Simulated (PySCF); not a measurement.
PySCF input:

```python
from pyscf import gto, scf, dft

mol = gto.M(
    atom='''
    Sb    0.73895523    0.42056291    0.25356927
    Br   -0.88858656    1.06228439   -1.43424961
    Br   -0.18817678   -1.67510462    1.06476296
    ''',
    basis='def2-tzvpd',
    ecp='def2-tzvp',
    charge=1,
    spin=0,
    verbose=4,
)

mf = dft.RKS(mol, xc='tpss').density_fit(auxbasis='def2-universal-jkfit')
mf.grids.level = 3
mf.conv_tol = 1e-9
mf.max_cycle = 100
mf.max_memory = 1500
mf.kernel()
if not mf.converged:
    mf = mf.newton()
    mf.kernel(mf.make_rdm1())
mf.analyze()
```

Which total energy does the run end on?

-5388.07595 Eh (TPSS/def2-TZVPD).

It need not be the lowest isomer of its formula.
